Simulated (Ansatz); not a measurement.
`C[SiH][SeH]`, charge 0, multiplicity 2.

Question: Give a relaxed structure at PBE0-D4/def2-TZVP (Ansatz 0.2.0). (Estimate.)

Answer: Ansatz gave: 
Z-matrix (Å, degrees):
```
C
Si 1 1.877
H 1 1.093 2 110.2
H 1 1.093 2 109.9 3 119.9
H 1 1.092 2 111.0 3 -120.3
Se 2 2.280 1 113.0 3 57.9
H 2 1.493 1 111.1 3 -57.6
H 6 1.469 2 93.4 1 56.7
```
